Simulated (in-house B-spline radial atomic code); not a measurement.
Configurations of Kr6+, with energies counted from [Ar] 3d10 4s2. Level of theory: scalar-relativistic (X2C) B3LYP, spin-polarised, spherical fractional occupations, exact exchange averaged over the configuration, Fermi nucleus of rms radius 4.1884 fm; calculated with a B-spline radial code for spherical atoms. Shells without spins written out take the highest spin.

Occupations are held fixed; configurations that lie above the ionisation limit could autoionise.

```tsv
configuration	E - E(ref) (eV)	highest orbital	its <r> (bohr)
[Ar] 3d10 4s1 5s1	54.614	5s up	2.644
[Ar] 3d10 4s1 4f1	65.22	4f up	2.301
[Ne] 3s2 3p5 3d10 4s2 5s1	250.42	5s up	2.598
[Ne] 3s2 3p5 3d10 4s2 5p1	257.3	5p up	2.825
[Ne] 3s2 3p5 3d10 4s2 4f1	261.3	4f up	2.235
[Ne] 3s2 3p5 3d10 4s2 5d1	267.82	5d up	3.322
```

Q: Order these further configurations by energy, lowest first.
A. [Ar] 3d9 4s2 5f1
B. [Ne] 3s2 3p5 3d10 4s2 5f1
C. [Ar] 3d9 4s2 4f1
D. [Ar] 3d9 4s2 5p1
E. [Ar] 3d9 4s2 5s1

A: E (133.99 eV), D (140.86 eV), C (144.87 eV), A (161.1 eV), B (277.54 eV).

Q: How far above the reference does [Ne] 3s2 3p5 3d10 4s2 4d1 lie?

A: 237.92 eV; its least bound orbital is 4d up with <r> = 1.734 bohr.
